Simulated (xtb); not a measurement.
C₃HBr₂Cl, SMILES ClC=C=C(Br)Br. All values are semi-empirical tight-binding results from xtb (GFN2-xTB unless named), good for trends rather than for accurate numbers. Geometry optimised at GFN2-xTB. The structure was generated by enumeration, and PubChem lists no compound with its InChIKey, so it may never have been made.

Optimised geometry:

Bond lengths (Å): Cl1–C2 1.725, C2–C3 1.298, C2–H7 1.080, C3–C4 1.294, C4–Br5 1.905, C4–Br6 1.905. Angles (°): Cl1–C2–C3 122.9, Cl1–C2–H7 114.2, C3–C2–H7 122.9, C2–C3–C4 177.4, C3–C4–Br5 122.9, C3–C4–Br6 122.9, Br5–C4–Br6 114.2.

Computed properties:
| Property | Value |
|---|---|
| point group as xtb finds it | Cs |
| orbital gap | 3.74 eV |
| zero-point energy | 16.6 kcal/mol |
| G − E(el) at 298.15 K (modified RRHO) | -5.5 kcal/mol |
| static polarisability (D4 model) | 87.4 bohr³ |
| solvation energy, GFN2-xTB/ALPB(water) | -2.1 kcal/mol |
| solvation energy, GFN2-xTB/ALPB(benzene) | -6.6 kcal/mol |

Computed atomic charges and the Wiberg bond orders between heavy atoms:
charges (e) Cl1 -0.11, C2 0.06, C3 -0.03, C4 0.14, Br5 -0.09, Br6 -0.09, H7 0.11. Bond orders Cl1–C2 1.00, C2–C3 1.88, C3–C4 1.87, C4–Br5 0.98, C4–Br6 0.98.
